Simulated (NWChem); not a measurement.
System: GeSiH5OCl; SMILES [OH][Ge@@H]([SiH3])[Cl]

Here is an NWChem input.

```
start job
memory heap 200 mb stack 900 mb global 1100 mb
geometry units angstroms noautoz
  O      1.768576    -0.210709    -0.925874
  Ge     0.515738     0.045897     0.305136
  Si    -0.630738     2.040762    -0.296595
  Cl    -0.912018    -1.597377     0.185088
  H      2.257134    -1.033287    -0.805140
  H      1.128413    -0.061155     1.717055
  H     -1.175125     1.869986    -1.673543
  H     -1.743060     2.249850     0.676045
  H      0.306116     3.202010    -0.247206
end
basis spherical
  O library 6-31g*
  Ge library 6-31g*
  Si library 6-31g*
  Cl library 6-31g*
  H library 6-31g*
end
dft
  xc xwpbe 0.80 cpbe96 1.0 hfexch 1.00
  cam 0.2 cam_alpha 0.2 cam_beta 0.8
  iterations 150
  vectors input atomic output neutral.movecs
end
task dft energy
charge 1
dft
  odft
  mult 2
  vectors input atomic output cation.movecs
end
task dft energy
```

Excerpt of the output:

```
             Northwest Computational Chemistry Package (NWChem) 7.3.0
             --------------------------------------------------------

 C1  symmetry detected

                             Geometry "geometry" -> ""
                             -------------------------

 Output coordinates in angstroms (scale by  1.889725989 to convert to a.u.)

  No.       Tag          Charge          X              Y              Z
 ---- ---------------- ---------- -------------- -------------- --------------
    1 O                    8.0000     1.81119906    -0.12219866    -0.69894750
    2 Ge                  32.0000     0.37656468    -0.07272586     0.34518466
    3 Si                  14.0000    -0.77908816     1.93801087    -0.18148231
    4 Cl                  17.0000    -0.92169462    -1.73986186    -0.19187074
    5 H                    1.0000     2.32229864    -0.93442279    -0.60424079
    6 H                    1.0000     0.77735992    -0.33636286     1.81154231
    7 H                    1.0000    -1.10188224     1.92440749    -1.63651715
    8 H                    1.0000    -2.03384683     1.97875954     0.62531805
    9 H                    1.0000     0.07245091     3.11793465     0.15212330

 Effective nuclear repulsion energy (a.u.)     458.0628114938

  pbe96 is a nonlocal functional; adding pw91lda local functional.

                                 NWChem DFT Module
                                 -----------------

 Summary of "ao basis" -> "ao basis" (spherical)
 ------------------------------------------------------------------------------
       Tag                 Description            Shells   Functions and Types
 ---------------- ------------------------------  ------  ---------------------
 O                           6-31g*                  6       14   3s2p1d
 Ge                          6-31g*                 12       32   5s4p3d
 Si                          6-31g*                  8       18   4s3p1d
 Cl                          6-31g*                  8       18   4s3p1d
 H                           6-31g*                  2        2   2s

            General Information
            -------------------
          SCF calculation type: DFT
          Wavefunction type:  closed shell.
          No. of atoms     :     9
          No. of electrons :    76
           Alpha electrons :    38
            Beta electrons :    38
          Charge           :     0
          Spin multiplicity:     1
          Use of symmetry is: off; symmetry adaption is: off
          Maximum number of iterations: 150
          AO basis - number of functions:    92
                     number of shells:    44
          Convergence on energy requested:  1.00D-06
          Convergence on density requested:  1.00D-05
          Convergence on gradient requested:  5.00D-04

              XC Information
              --------------
                     Hartree-Fock (Exact) Exchange  1.000
                     LC-wPBE(h)Exchange Functional  0.800
            Perdew 1991 LDA Correlation Functional  1.000 local
           PerdewBurkeErnz. Correlation Functional  1.000 non-local

           Range-Separation Parameters
           ---------------------------
           Alpha           :  0.20
           Beta            :  0.80
           Gamma           :  0.20
           Short-Range HF  :     F

             Grid Information
             ----------------
          Grid used for XC integration:  medium
          Radial quadrature: Mura-Knowles
          Angular quadrature: Lebedev.
          Tag              B.-S. Rad. Rad. Pts. Rad. Cut. Ang. Pts.
          ---              ---------- --------- --------- ---------
          O                   0.60       49          11.0       434
          Ge                  1.25      112          10.0       590
          Si                  1.10       88          11.0       590
          Cl                  1.00       88          12.0       590
          H                   0.35       45          12.0       434
          Grid pruning is: on
          Number of quadrature shells:   562
          Spatial weights used:  Erf1

      Superposition of Atomic Density Guess
      -------------------------------------

 Sum of atomic energies:       -2900.53484164

      Non-variational initial energy
      ------------------------------

 Total energy =   -2901.521174
 1-e energy   =   -4949.079852
 2-e energy   =    1589.495867
 HOMO         =      -0.311642
 LUMO         =       0.027803

   convergence    iter        energy       DeltaE   RMS-Dens  Diis-err
 ---------------- ----- ----------------- --------- --------- ---------
 d= 0,ls=0.0,diis     1  -2903.9694399766 -3.36D+03  1.32D-02  7.11D-01
 d= 0,ls=0.0,diis     2  -2903.9895281257 -2.01D-02  5.91D-03  7.15D-01
 d= 0,ls=0.0,diis     3  -2904.0584052824 -6.89D-02  1.24D-03  2.62D-02
 d= 0,ls=0.0,diis     4  -2904.0606319974 -2.23D-03  4.38D-04  1.49D-03
 d= 0,ls=0.0,diis     5  -2904.0608389038 -2.07D-04  9.50D-05  4.01D-05
  Resetting Diis
 d= 0,ls=0.0,diis     6  -2904.0608470556 -8.15D-06  3.33D-05  7.89D-06
 d= 0,ls=0.0,diis     7  -2904.0608480404 -9.85D-07  1.04D-05  1.04D-06
 d= 0,ls=0.0,diis     8  -2904.0608480978 -5.75D-08  3.64D-06  9.03D-07

         Total DFT energy =    -2904.060848097803
      One electron energy =    -4951.082211223611
           Coulomb energy =     1727.073495644031
    Exchange-Corr. energy =     -138.114944012029
 Nuclear repulsion energy =      458.062811493806

 Numeric. integr. density =       75.999995017494

                       DFT Final Molecular Orbital Analysis
                       ------------------------------------

 Vector   36  Occ=2.000000D+00  E=-3.987224D-01
              MO Center=  6.7D-01, -6.0D-01, -2.7D-01, r^2= 3.7D+00
   Bfn.  Coefficient  Atom+Function         Bfn.  Coefficient  Atom+Function
  ----- ------------  ---------------      ----- ------------  ---------------
     5      0.415220  1 O  pz                72      0.324847  4 Cl py
     9      0.310568  1 O  pz                73      0.267523  4 Cl pz
    76      0.178841  4 Cl py                86     -0.171978  6 H  s
    77      0.141789  4 Cl pz                 3      0.139191  1 O  px
     4      0.139117  1 O  py                68     -0.127708  4 Cl py

 Vector   37  Occ=2.000000D+00  E=-3.912676D-01
              MO Center= -7.5D-02, -1.2D+00, -3.0D-01, r^2= 3.3D+00
   Bfn.  Coefficient  Atom+Function         Bfn.  Coefficient  Atom+Function
  ----- ------------  ---------------      ----- ------------  ---------------
    73      0.464854  4 Cl pz                71     -0.395831  4 Cl px
     3     -0.266483  1 O  px                77      0.254660  4 Cl pz
     4     -0.213900  1 O  py                75     -0.209856  4 Cl px
     7     -0.198706  1 O  px                69     -0.181567  4 Cl pz
     8     -0.163272  1 O  py                67      0.154403  4 Cl px

 Vector   38  Occ=2.000000D+00  E=-3.679178D-01
              MO Center= -3.0D-01, -2.1D-01,  1.2D-01, r^2= 4.5D+00
   Bfn.  Coefficient  Atom+Function         Bfn.  Coefficient  Atom+Function
  ----- ------------  ---------------      ----- ------------  ---------------
    72      0.339042  4 Cl py                26     -0.270448  2 Ge py
    54      0.259548  3 Si py                73     -0.241423  4 Cl pz
    71     -0.229238  4 Cl px                86      0.207707  6 H  s
    76      0.186392  4 Cl py                27      0.161328  2 Ge pz
    85      0.150991  6 H  s                 24      0.145854  2 Ge s

 Vector   39  Occ=0.000000D+00  E= 5.161271D-02
              MO Center= -1.2D-01,  3.9D-01,  2.1D-01, r^2= 5.3D+00
   Bfn.  Coefficient  Atom+Function         Bfn.  Coefficient  Atom+Function
  ----- ------------  ---------------      ----- ------------  ---------------
    28      0.625605  2 Ge s                 29     -0.603157  2 Ge px
    24     -0.541223  2 Ge s                 74     -0.479954  4 Cl s
    57     -0.468077  3 Si px                56     -0.432749  3 Si s
    25     -0.418349  2 Ge px                76     -0.382856  4 Cl py
    92      0.372761  9 H  s                 58      0.280169  3 Si py

 Vector   40  Occ=0.000000D+00  E= 5.530894D-02
              MO Center=  3.0D-01,  2.6D-01,  1.7D-01, r^2= 5.5D+00
   Bfn.  Coefficient  Atom+Function         Bfn.  Coefficient  Atom+Function
  ----- ------------  ---------------      ----- ------------  ---------------
    56      0.608495  3 Si s                 29      0.571293  2 Ge px
    30     -0.551997  2 Ge py                88     -0.536965  7 H  s
     6     -0.462751  1 O  s                 59     -0.424749  3 Si pz
    90      0.343267  8 H  s                 58     -0.301633  3 Si py
    27     -0.286307  2 Ge pz                24     -0.241763  2 Ge s

 Vector   41  Occ=0.000000D+00  E= 7.133750D-02
              MO Center= -2.8D-01,  1.2D+00,  1.5D-01, r^2= 6.0D+00
   Bfn.  Coefficient  Atom+Function         Bfn.  Coefficient  Atom+Function
  ----- ------------  ---------------      ----- ------------  ---------------
    58      1.099028  3 Si py                28      0.903154  2 Ge s
    56     -0.856802  3 Si s                 30      0.791367  2 Ge py
    24     -0.670734  2 Ge s                 92     -0.372031  9 H  s
     6     -0.324591  1 O  s                 86     -0.318154  6 H  s
    57     -0.315802  3 Si px                26      0.276694  2 Ge py

     Multipole analysis of the density
     ---------------------------------

     L   x y z        total         alpha         beta         nuclear
     -   - - -        -----         -----         ----         -------
     0   0 0 0     -0.000000    -38.000000    -38.000000     76.000000

     1   1 0 0      0.389867      0.194934      0.194934      0.000000
     1   0 1 0      0.424717      0.212358      0.212358      0.000000
     1   0 0 1      0.501666      0.250833      0.250833     -0.000000

[...]
```

Level: LRC-wPBEh/6-31G* (spherical d), vertical spin-unrestricted ions. All runs use the structure optimised with PBE0/def2-SVP.
